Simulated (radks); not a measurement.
Q: All-electron atom: Te2+ in [Kr] 4d10 5s0.5 5p3.5 (fractional occupations, a model configuration). Method: scalar-relativistic Kohn-Sham, PBE, spin-polarised, spherical densities, finite nucleus; open shells are filled with parallel spins first (spin-orbit coupling, left out, can overturn this in heavy ions); Fermi nuclear charge, rms radius 4.7423 fm; computed with a radial shooting solver on a logarithmic mesh with Libxc functionals. Some entries of the table are withheld. Estimate them.

orbital  occ.  eigenvalue (Ry)  <1/r> (bohr^-1)  <r> (bohr)
1s up       1        -2326.131            55.57     0.02781
1s down     1        -2326.122            55.57     0.02781
2s up       1        -358.0546            12.72      0.1199
2s down     1        -358.0508            12.72      0.1199
2p up       3        -321.5968            12.19      0.1048
2p down     3        -321.5904            12.18      0.1048
3s up       1        -72.52193            4.545      0.3221
3s down     1        -72.51445            4.545      0.3221
3p up       3        -60.66932            4.323      0.3202
3p down     3        -60.66099            4.323      0.3202
3d up       5        -42.74551            4.088      0.2968
3d down     5        -42.73770            4.088      0.2968
4s up       1        -13.65956            1.822      0.7644
4s down     1        -13.64088            1.822      0.7641
4p up       3         -9.98557            1.664      0.8207
4p down     3         -9.96487            1.666      0.8196
4d up       5         -4.63319            1.371         (1)
4d down     5         -4.59638            1.379         (2)
5s up     0.5         -2.56436           0.6615         (3)
5s down     0         -2.37827           0.6680         (4)
5p up       3         -1.78448           0.5584       2.292
5p down   0.5         -1.59411           0.5540       2.323

A: 
(1) 4d up <r> (bohr): 0.9687
(2) 4d down <r> (bohr): 0.9609
(3) 5s up <r> (bohr): 1.959
(4) 5s down <r> (bohr): 1.952
